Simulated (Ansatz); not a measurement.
[TcNCl4]2- (TcNCl₄²⁻). Total charge -2; singlet. Geometry PBE0-D4/def2-SVPD, basis def2-TZVPD, Ansatz.

Cartesian coordinates in Å:
```
Tc -0.092 0.003 0.107
N -1.121 0.034 1.311
Cl 0.915 -2.225 0.225
Cl 1.997 0.838 1.071
Cl -0.309 2.206 -0.935
Cl -1.391 -0.856 -1.780
```

```csv
run,HOMO (eV),LUMO (eV)
A,2.36,5.89
B,3.77,5.44
C,2.15,6.08
D,3.50,5.67
E,3.81,5.53
F,2.57,5.81
```

In the def2 sets Tc takes a core potential; there is no spin–orbit coupling. B3LYP takes the VWN-RPA correlation. HSE06 is defined as in plane-wave codes, on full-range PBE exchange. A multiply charged anion in the gas phase is held together partly by the finite basis. Removing one electron lowers the energy by 0.78 eV at PBE0-D4/def2-TZVPD, so it isn't bound.

Task: The runs used B3LYP, BLYP, HSE06, PBE, PBE0, r2SCAN. Estimate which is which.

Result: A B3LYP (20 % exact exchange); B PBE (0 % exact exchange); C PBE0 (25 % exact exchange); D r2SCAN (0 % exact exchange); E BLYP (0 % exact exchange); F HSE06 (range-separated). Exact exchange lowers occupied and raises empty levels; among semilocal functionals meta-GGAs tend to open the gap a little, and such runs are hard to tell apart. The gap grows from 1.67 eV (PBE) to 3.92 eV (PBE0). At B3LYP-D4/def2-TZVPD, PBE-D4/def2-TZVPD, PBE0-D4/def2-TZVPD, r2SCAN-D4/def2-TZVPD and others the highest occupied level of the charge -2 singlet lies above zero (up to 3.81 eV). By energy differences it is unbound by 0.78 eV (vertical, to the charge -1 doublet, at PBE0-D4/def2-TZVPD) and held by the finite basis.
